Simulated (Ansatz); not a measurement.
Gas-phase electronic energies from Ansatz, PBE0-D4/def2-TZVP geometries. CBS: MP2 limit from def2 TZ/QZ plus the TZ coupled-cluster correction, frozen cores. DFT in def2-TZVPP. B3LYP here is the variant with VWN-RPA as its local correlation; programs differ in this. For Br, Ge outer-core shells are correlated without core-valence functions, which leaves a few kJ/mol of doubt a bond. Scalar relativity is left out up to krypton. Each species was taken in one conformer, which may not be the lowest.

`F[Si](F)(Cl)[S][GeH2][Cl]` + `Cl[SiH2]Br` → `[Cl][GeH2][Br]` + `F[Si](F)(Cl)S[SiH2]Cl`  (redistribution)

`F[Si](F)(Cl)[S][GeH2][Cl]`:

Cartesian coordinates in Å:
```
F -1.095 -1.357 0.800
Si 0.378 -1.553 0.262
F 1.100 -2.589 1.205
Cl 0.263 -2.362 -1.579
S 1.452 0.245 0.347
Ge -0.201 1.693 -0.030
Cl -1.081 1.316 -1.949
H -1.305 1.551 1.015
H 0.489 3.057 -0.071
```

`Cl[SiH2]Br`:

```xyz
5

Cl   -0.707    1.223    1.387
Si    0.063    0.083   -0.121
Br   -0.189   -2.062    0.329
H     1.507    0.368   -0.233
H    -0.674    0.388   -1.363
```

`[Cl][GeH2][Br]`:

Cartesian coordinates in Å:
```
Cl -1.112 -0.158 -1.721
Ge -0.017 -0.150 0.119
Br 1.195 1.794 0.243
H -1.025 -0.162 1.268
H 0.960 -1.325 0.091
```

`F[Si](F)(Cl)S[SiH2]Cl`:

```xyz
9

F    -1.171    2.784   -0.143
Si   -0.639    1.405    0.400
F    -1.840    0.380    0.383
Cl   -0.070    1.667    2.315
S     0.909    0.772   -0.868
Si    0.701   -1.350   -0.682
Cl    0.935   -1.975    1.250
H    -0.627   -1.795   -1.146
H     1.801   -1.887   -1.508
```

(1) Is it downhill or uphill in electronic energy at CCSD(T)/CBS, and by how much? (Best estimate.)

(2) What do these levels give: B3LYP-D4, PBE, PBE0, B3LYP, HF/def2-TZVPP, SCS-MP2/def2-TZVPP, CCSD(T)/def2-TZVPP, HF/def2-QZVPP, MP2/def2-QZVPP, HF/CBS(def2), MP2/CBS(def2), CCSD/CBS(def2)? (Estimate.)

Largest T1 diagnostic among the species: 0.011.

## Answers

(1) Computed: Uphill: ΔE = +4.9 kJ/mol.

(2) Ansatz gave: B3LYP-D4 0.9, PBE 1.0, PBE0 1.0, B3LYP 0.9, HF/def2-TZVPP -0.2, SCS-MP2/def2-TZVPP 3.4, CCSD(T)/def2-TZVPP 3.2, HF/def2-QZVPP -0.2, MP2/def2-QZVPP 5.2, HF/CBS(def2) -0.2, MP2/CBS(def2) 6.0, CCSD/CBS(def2) 4.6 kJ/mol.

In def2-TZVPP, CCSD(T) changes the Hartree–Fock value by +3.4 kJ/mol (the triples alone add +0.3 kJ/mol) and MP2 by +4.4 kJ/mol.
